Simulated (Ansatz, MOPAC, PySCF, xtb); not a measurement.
Dimer: C2H2 (SMILES C#C) (first 4 atoms) with H2 (SMILES [H][H]); geometry from B3LYP-D3(BJ)/def2-TZVP, rigid monomers moved along the line of their centres of mass till C2···H5 is 3.61 Å.
(charge 0, multiplicity 1):
```xyz
6

C     -0.90170    -0.13644     0.23430
C      0.23327     0.02095    -0.11132
H     -1.90938    -0.27599     0.54168
H      1.24150     0.16060    -0.41688
H      0.69586     0.11871     3.47161
H      0.91339     0.15590     4.18293
```

Monomers are frozen at their geometry in the pair; levels with a basis set take the counterpoise correction. Rows marked so take none.

Frozen-core correlation. Rows in 6-31G* carry no dispersion term and start afresh at each structure (6-31G* with six Cartesian d functions). MP2/6-31G* freezes PySCF's default core. The state that AM1 reach isn't checked.

The values were computed with Ansatz (Gaussian basis) for Hartree–Fock, density functionals and correlated methods; MOPAC for AM1 (differences of heats of formation); PySCF for 6-31G* rows, the dispersion terms; xtb for the GFN methods. 

```tsv
level	interaction energy (kcal/mol)
GFN-FF	-0.15
AM1	0.05
PBE-D3(BJ)/def2-TZVPPD	-0.46
BP86/6-31G* (no counterpoise)	-0.10
B3LYP/6-31G*	?
B3LYP-D4/def2-TZVPPD	-0.26
PBE0-D4/def2-TZVPPD	?
MP2/6-31G*	-0.10
SCS-MP2/aug-cc-pVTZ	-0.24
```

Question: Complete the blanks.

Answer: 
- B3LYP/6-31G*, interaction energy (kcal/mol): -0.03
- PBE0-D4/def2-TZVPPD, interaction energy (kcal/mol): -0.40

Ansatz is a quantum-chemistry and plane-wave program.
